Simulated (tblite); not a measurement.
Compound: C₅H₅NO₂.
Cartesian coordinates in Å at the GFN2-xTB level; atoms count from 1:
```xyz
13
C5H5NO2 angstrom
N      2.2963   -0.9101    1.3170
C      1.9436    0.3926    1.1910
O      2.5856    1.3148    1.6393
C      0.7076    0.5589    0.4559
C     -0.3099    0.7845   -0.1425
C     -1.5441    0.9432   -0.8768
C     -2.1356   -0.3736   -1.3220
O     -1.6756   -1.4585   -1.1216
H      3.1402   -1.1412    1.8140
H      1.7322   -1.6472    0.9327
H     -2.2854    1.4593   -0.2578
H     -1.3752    1.5593   -1.7663
H     -3.0840   -0.2387   -1.8807
```

Method: GFN2-xTB as coded in tblite; computed harmonic values from a numerical Hessian at the method's own geometry, unscaled. The method is semi-empirical: single wavenumbers can be off by several per cent or more. One conformer, not necessarily the lowest.

Problem. How many normal modes are there?

Solution. 13 atoms, non-linear: 3N − 6 = 33.

Problem. What is the point group of the computed structure, and how do the modes divide by symmetry?

Solution. Cs. The vibrations span 22 a′ + 11 a″.

Problem. How many distinct wavenumbers does the calculation give?

Solution. 33: Cs has no degenerate species.

Problem. How many fundamentals are allowed in the infrared by symmetry?

Solution. 33 of 33: in Cs every mode is allowed. All fundamentals are allowed in the Raman spectrum.

Problem. Which of the modes above 1550 cm⁻¹ are stretches that can be named?

Solution. C=O 1748, 1797; C≡C 2367; formyl C–H 2751; sp3 C–H 2933, 2951; N–H 3470, 3545 cm⁻¹.

Problem. Zero-point energy?

Solution. Half the sum of the wavenumbers, 19597 cm⁻¹, or 56.0 kcal/mol from 33 modes; those above 1550 cm⁻¹ give 30.8 kcal/mol of it.

Problem. How are the modes spread over the spectrum?

Solution. 5 under 200 cm⁻¹; 6 from 200 to 600 cm⁻¹; 6 from 600 to 1000 cm⁻¹; 8 from 1000 to 1550 cm⁻¹; 2 from 1550 to 2000 cm⁻¹; 1 from 2000 to 2600 cm⁻¹; 5 above 2600 cm⁻¹.

Problem. Convert 2750.6 cm⁻¹, one of the modes, to μm, THz, fs a period, meV and kJ/mol.

Solution. 3.636 μm, 82.46 THz, 12.1 fs, 341 meV or 32.9 kJ/mol.
